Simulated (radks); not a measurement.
Question: Radial electron density D(r) = 4 pi r^2 rho(r) of an atom or ion with 65 electrons. Calculated with a radial shooting solver on a logarithmic mesh with Libxc functionals: scalar-relativistic Kohn-Sham, Slater X-alpha with alpha = 1.035, spin-polarised, spherical densities, finite nucleus; Fermi nuclear charge, rms radius of each element as measured or else 0.836 A^(1/3) + 0.57 fm.

```
   r/bohr * D(r) (the largest magnitude, 123, reaches the edge; | marks zero)
 0.002225 |       *
 0.002569 |         *
 0.002944 |           *
 0.003372 |             *
 0.003864 |                *
 0.004462 |                   *
 0.005112 |                      *
 0.005857 |                         *
 0.006764 |                             *
 0.007749 |                                *
 0.008878 |                                   *
  0.01017 |                                      *
  0.01175 |                                       *
  0.01346 |                                        *
  0.01542 |                                        *
  0.01781 |                                       *
   0.0204 |                                     *
  0.02337 |                                    *
  0.02678 |                                   *
  0.03093 |                                    *
  0.03543 |                                       *
  0.04059 |                                           *
  0.04688 |                                                *
  0.05371 |                                                    *
  0.06154 |                                                      *
   0.0705 |                                                     *
  0.08142 |                                                 *
  0.09328 |                                            *
   0.1069 |                                         *
   0.1234 |                                          *
   0.1414 |                                             *
    0.162 |                                                *
   0.1856 |                                                *
   0.2143 |                                          *
   0.2456 |                                  *
   0.2814 |                          *
   0.3249 |                      *
   0.3723 |                       *
   0.4265 |                          *
   0.4886 |                          *
   0.5643 |                       *
   0.6465 |                  *
   0.7407 |             *
   0.8554 |         *
   0.9801 |       *
    1.123 |     *
    1.286 |    *
    1.486 |  *
    1.702 | *
     1.95 |*
    2.252 |*
     2.58 *
    2.956 *
    3.387 *
    3.911 *
    4.481 *
```

What is the nuclear charge?

Answer: Z = 68. The innermost maximum, from 1s, lies near gamma/Z bohr with gamma = sqrt(1 - (Z/c)^2) = 0.868, here 0.0128 bohr (found: 0.0140), and its height grows with Z. The density is that of the erbium ion Er3+ in [Xe] 4f11; the configuration itself is not fixed sharply by these data, and Z only to a few units. D(r) has 4 maxima, at r = 0.0140, 0.0625, 0.174, 0.469 bohr, and minima at 0.0266, 0.113, 0.333 bohr, inside which lie 1.91, 11.08, 29.59 electrons.
